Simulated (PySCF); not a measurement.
I⁺ (iodine, charge +1) across methods

[Kr] 4d10 5s2 5p4, high-spin 3P determinant. Computed with PySCF 2.14 in x2c-TZVPPall (8s6p4d2f, 60 functions), with the spin-free X2C one-electron Hamiltonian (Gaussian nucleus).

```
 method  E (hartree)  mean ε 5s β (eV)  mean ε 5p α (eV)  mean ε 5p β (eV)  Σ⟨r²⟩ (bohr²)   ⟨S²⟩
 r2SCAN     -7115.19           -25.512           -16.495           -14.916          50.80  2.004
    UHF  -7112.30763           -29.772           -20.503           -18.420          51.27  2.009
r2SCAN0     -7115.17           -26.890           -17.682           -16.023          50.78  2.005
    LDA     -7108.65           -25.832           -16.141           -14.786          50.70  2.001
LC-wPBE     -7114.70           -29.899           -20.132           -18.611          50.57  2.004
  M06-L     -7115.03           -25.360           -16.130           -14.691          51.26  2.003
    M06     -7115.30           -26.839           -17.166           -15.616          50.95  2.002
   PBE0     -7114.83           -26.793           -17.368           -15.807          50.71  2.003
    PBE     -7114.74           -25.376           -16.029           -14.599          50.74  2.002
```
